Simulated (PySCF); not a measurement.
**Vertical ionisation of several complexes**

Computed with PySCF 2.14.0, PBE, def2-SVP on the ligands and scalar-relativistic core potentials on the metal (def2; Stuttgart 1997 for actinides; CRENBL for Ra), no spin-orbit coupling, vacuum. One electron is taken off at the relaxed geometry; the lower of the one or two spin states computed is given. Charges are Mulliken's.

The compounds:

| compound | state | point group | M–first ligand (Å) |
| --- | --- | --- | --- |
| [PbCl3]− | singlet | C3v | 2.616 |
| [WH3(H2O)2]− | triplet | Cs | 1.763 |
| [TaOCl4]− | singlet | C3v | 1.758 |
| [HfO(OH)3]− | singlet | nearly C3v | 1.834 |
| [Tl(OH)2]− | singlet | C2v | 2.275 |
| [Pb(SH)3]− | singlet | C3 | 2.705 |

Q: Order them by vertical ionisation energy, lowest first.
A. [PbCl3]−
B. [Tl(OH)2]−
C. [Pb(SH)3]−
D. [WH3(H2O)2]−
E. [HfO(OH)3]−
F. [TaOCl4]−

A: D (1.13 eV), B (2.59 eV), C (3.01 eV), A (4.23 eV), E (4.77 eV), F (5.17 eV).

Q: What are the other results?

A: 
| compound | ionisation energy (eV) | −ε(HOMO) (eV) | state after | change of charge on M (e) | spin on M after (e) |
| --- | --- | --- | --- | --- | --- |
| [PbCl3]− | 4.23 | 1.50 | doublet | 0.26 | 0.13 |
| [WH3(H2O)2]− | 1.13 | -1.55 | quartet | 0.61 | 3.12 |
| [TaOCl4]− | 5.17 | 2.23 | doublet | 0.15 | -0.06 |
| [HfO(OH)3]− | 4.77 | 0.89 | doublet | 0.29 | -0.03 |
| [Tl(OH)2]− | 2.59 | -0.40 | doublet | 0.59 | 0.38 |
| [Pb(SH)3]− | 3.01 | 0.54 | doublet | 0.20 | 0.05 |

One start shape was tried for each compound. Distances are means of the shortest metal–ligand contacts. Open shells may have lower solutions than those found. Where the spin on M lies well between 0 and 1 the hole is shared, which such functionals overdo.
